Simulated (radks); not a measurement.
Tm41+, configuration [Ar] 3d10. Method: Dirac Kohn-Sham, exchange-only PBE, spin-unpolarised, spherical densities, finite nucleus; Fermi nuclear charge, rms radius 5.2256 fm; computed with a radial shooting solver on a logarithmic mesh with Libxc functionals.

Unscreened Slater integrals over Kohn-Sham orbitals (hartree). Large and small components are both included. Empty in this configuration: 4s1/2.

integral,value
"F0(3d5/2,3d5/2)",4.6401
"F2(3d5/2,3d5/2)",2.3762
"F4(3d5/2,3d5/2)",1.5315
"F0(3d5/2,3d3/2)",4.6871
"F2(3d5/2,3d3/2)",2.3913
"G2(3d5/2,3d3/2)",2.3550
"G4(3d5/2,3d3/2)",1.5173
"F0(3d5/2,3p3/2)",4.3117
"F2(3d5/2,3p3/2)",2.0686
"G1(3d5/2,3p3/2)",2.2223
"G3(3d5/2,3p3/2)",1.4775
"F0(3d5/2,3p1/2)",4.4623
"G3(3d5/2,3p1/2)",1.5891
"F0(3d5/2,4s1/2)",2.6127
"G2(3d5/2,4s1/2)",0.25093
"F0(3d3/2,3d3/2)",4.7362
"F2(3d3/2,3d3/2)",2.4088
"F0(3d3/2,3p3/2)",4.3482
"F2(3d3/2,3p3/2)",2.0637
"G1(3d3/2,3p3/2)",2.1889
"G3(3d3/2,3p3/2)",1.4551
"F0(3d3/2,3p1/2)",4.5034
"G1(3d3/2,3p1/2)",2.4355
"F0(3d3/2,4s1/2)",2.6225
"G2(3d3/2,4s1/2)",0.24840
"F0(3p3/2,3p3/2)",4.1179
"F2(3p3/2,3p3/2)",2.0616
"F0(3p3/2,3p1/2)",4.2400
"G2(3p3/2,3p1/2)",2.0766
"F0(3p3/2,4s1/2)",2.5614
"G1(3p3/2,4s1/2)",0.26430
"F0(3p1/2,3p1/2)",4.3784
"F0(3p1/2,4s1/2)",2.5925
"G1(3p1/2,4s1/2)",0.26730
"F0(4s1/2,4s1/2)",2.0855
